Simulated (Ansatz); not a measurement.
Start from `CC(C)OBS` and change one atom or group to get `CC(C)O[SiH](F)F`.

Ansatz, PBE0-D4/def2-TZVP geometries, multiplicity 1. Each molecule was computed in one conformer, which needn't be the lowest.

```csv
property,`CC(C)OBS`
LUMO energy (ωB97M-V/def2-TZVPP) / eV,1.94
LUMO energy (PBE/def2-TZVPP) / eV,-0.89
HOMO–LUMO gap (PBE/def2-TZVPP) / eV,5.36
LUMO energy (PBE0/def2-TZVPP) / eV,0.05
HOMO energy (PBE0/def2-TZVPP) / eV,-7.47
size of the dipole moment (ωB97M-V/def2-TZVPP) / D,2.35
```

Problem. Give the same properties after the change, and the shifts. (An estimate is asked.)

Solution. The calculation gave: 
```
                                          property  `CC(C)O[SiH](F)F`  shift
             LUMO energy (ωB97M-V/def2-TZVPP) / eV               2.37   0.43
                 LUMO energy (PBE/def2-TZVPP) / eV               0.01   0.90
               HOMO–LUMO gap (PBE/def2-TZVPP) / eV               7.26   1.90
                LUMO energy (PBE0/def2-TZVPP) / eV               0.85   0.80
                HOMO energy (PBE0/def2-TZVPP) / eV              -8.80  -1.33
size of the dipole moment (ωB97M-V/def2-TZVPP) / D               2.55   0.20
```

With PBE0 the HOMO falls by 1.33 eV and the LUMO rises by 0.80 eV, so the gap widens by about 2.13 eV. PBE moves the HOMO by -1.00 eV and ωB97M-V by -1.52 eV. Dipoles are sizes alone; their direction can turn.
